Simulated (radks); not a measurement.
Task: The krypton ion Kr3+, [Ar] 3d10 4s2 4p3. Calculated with a radial shooting solver on a logarithmic mesh with Libxc functionals: non-relativistic Kohn-Sham, LDA (Slater exchange, Perdew-Wang correlation), spin-polarised, spherical densities, point nucleus. Every spin shell is full or empty, so the densities are truly spherical. Functionals are evaluated on that one density, not self-consistently. Rank these exchange functionals by their error against the exact value of the orbitals, and give that value: LDA, B88, PW86, AM05, APBE, TPSS, r2SCAN, MS2, Tao-Mo.

Result: Exact: -92.6819 hartree. From best to worst, with 100 (|E| - |E exact|)/|E exact| (equal figures are ties): r2SCAN -0.01, PW86 +0.06, TPSS -0.08, B88 +0.10, MS2 -0.41, APBE +0.46, Tao-Mo -0.64, AM05 -5.06, LDA -5.53.
